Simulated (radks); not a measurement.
Spin polarisation of the 4f12 shell in neutral erbium. Start: [Xe] 4f(up 6, down 6) 6s2; electrons of 4f are moved from spin down to spin up, other shells keep equal spins. All-electron calculation, non-relativistic Kohn-Sham, LDA (Slater exchange, Perdew-Wang correlation), spin-polarised, spherical densities, point nucleus. Program: a radial shooting solver on a logarithmic mesh with Libxc functionals.

moment (Bohr magnetons)  E - E(0) (eV)  e(4f up) (eV)  e(4f down) (eV)  6s down minus up (eV)  5p down minus up (eV)
0                                0.000         -7.575           -7.575                  0.000                  0.000
0.5                             -0.047         -7.761           -7.382                  0.010                  0.129
1                               -0.189         -7.942           -7.184                  0.020                  0.258
1.5                             -0.426         -8.116           -6.980                  0.031                  0.387
2                               -0.758         -8.285           -6.770                  0.041                  0.516

At moment 2 the spin-polarisation energy is -0.758 eV and the 4f exchange splitting 1.515 eV, that is 0.758 eV per Bohr magneton; E = -I m^2/4 would give I = 0.758 eV.
